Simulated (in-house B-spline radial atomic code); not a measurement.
A calculation on the potassium ion K⁶⁺: its settings, and results tabulated from the run. Level of theory: scalar-relativistic (X2C) PBE0, spin-polarised, spherical fractional occupations, exact exchange averaged over the configuration, Fermi nucleus of rms radius 3.4349 fm; calculated with a radial B-spline atomic code at the basis-set limit.

Command:
```bash
python run_scf.py task.json out
```
Settings (nuclear radius in fm, mass in u):
```
Z                19
configuration    [Ne] 3s2 3p1
hamiltonian      x2c
method           pbe0
spin_polarised   True
nucleus          fermi
rms_radius       3.4349
atomic_mass      38.96371
speed_of_light   137.035999084
exact_exchange   averaged over the configuration
```

Output (hartree, bohr):
```
 radial grid: 66 intervals, B-splines of order 8, outer radius 10.2985 bohr

 iter        energy (Eh)    residual
    1        -585.736663    7.28e-01
    2        -589.805224    2.21e-01
    3        -590.104987    7.94e-02
    4        -590.146006    2.88e-02
    5        -590.151738    8.12e-03
    6        -590.152233    8.45e-05
    7        -590.152233    5.16e-06
    8        -590.152233    8.25e-08

 total energy                      -590.15223
 kinetic                             594.4001
 electron-nucleus                  -1352.2817
 Hartree                             197.9929
 exact exchange                       -7.3949
 exchange-correlation                -22.8686

 orbital      occ     eigenvalue          <r>       <r^2>       <1/r>     <1/r^3>       r_max
 1s up      1.000      -134.8544    0.0807826  0.00879147     18.8618           -     0.05277
 1s down    1.000      -134.8379    0.0807741  0.00878949     18.8633           -     0.05277
 2s up      1.000       -17.4618     0.384266    0.174812     3.84889           -      0.3168
 2s down    1.000       -17.4468     0.384103    0.174589     3.84889           -      0.3169
 2p up      3.000       -14.6979     0.347254    0.149121     3.72701     157.704      0.2615
 2p down    3.000       -14.6743     0.347249    0.149032      3.7258     157.526      0.2617
 3s up      1.000        -4.7777       1.1114     1.40394     1.26322           -       1.006
 3s down    1.000        -4.6682      1.11419     1.41259     1.26116           -       1.004
 3p up      1.000        -4.0780      1.15382     1.53119     1.18069     22.8147       1.033
```

Cost of the run: 0.49 s on 1 thread of Intel(R) Xeon(R) Platinum 8488C (shared host).
